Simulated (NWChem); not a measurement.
System meant: AlBrClF; SMILES [Br][Al]([F])[Cl]

NWChem input:

```
start job
memory heap 200 mb stack 900 mb global 1100 mb
geometry units angstroms noautoz
  Al    -0.420064     0.591392     0.000000
  F     -2.040242     0.913728     0.000000
  Cl     0.907217     2.186061     0.000000
  Br     0.271622    -1.519570     0.000000
end
basis spherical
  * library def2-svp
end
dft
  odft
  mult 2
  xc xpbe96 cpbe96
  iterations 150
  mulliken
end
task dft energy
```

End of the output:

```
                                 NWChem DFT Module
                                 -----------------

 Summary of "ao basis" -> "ao basis" (spherical)
 ------------------------------------------------------------------------------
       Tag                 Description            Shells   Functions and Types
 ---------------- ------------------------------  ------  ---------------------
 Al                         def2-svp                 8       18   4s3p1d
 F                          def2-svp                 6       14   3s2p1d
 Cl                         def2-svp                 8       18   4s3p1d
 Br                         def2-svp                12       32   5s4p3d

 Summary of "ao basis" -> "ao basis" (spherical)
 ------------------------------------------------------------------------------
       Tag                 Description            Shells   Functions and Types
 ---------------- ------------------------------  ------  ---------------------
 Al                         def2-svp                 8       18   4s3p1d
 F                          def2-svp                 6       14   3s2p1d
 Cl                         def2-svp                 8       18   4s3p1d
 Br                         def2-svp                12       32   5s4p3d

      Symmetry analysis of basis
      --------------------------

        a'         58
        a"         24

  number of electrons :                   74
  multiplicity        :                    2
 ------------------------------------------------------------------------
  no. of electrons and multiplicity not compatible                  74
 ------------------------------------------------------------------------
 ------------------------------------------------------------------------
  current input line :
    19: task dft energy
 ------------------------------------------------------------------------
 ------------------------------------------------------------------------
 There is an error in the input file
 ------------------------------------------------------------------------
 For more information see the NWChem manual at https://nwchemgit.github.io

0: no. of electrons and multiplicity not compatible:Received an Error in Communication
```

**Question.** Can this run be used? If not, why, and what is the fix?

**Answer.** The program refused the input. Cause: the multiplicity doesn't fit the number of electrons (an even count wants an odd multiplicity, and the reverse). This input runs:
```
start job
memory heap 200 mb stack 900 mb global 1100 mb
geometry units angstroms noautoz
  Al    -0.420064     0.591392     0.000000
  F     -2.040242     0.913728     0.000000
  Cl     0.907217     2.186061     0.000000
  Br     0.271622    -1.519570     0.000000
end
basis spherical
  Al library def2-svp
  F library def2-svp
  Cl library def2-svp
  Br library def2-svp
end
dft
  xc xpbe96 cpbe96
  iterations 150
  mulliken
end
task dft energy
```
It converges to -3375.41815 Ha (PBE/def2-SVP).
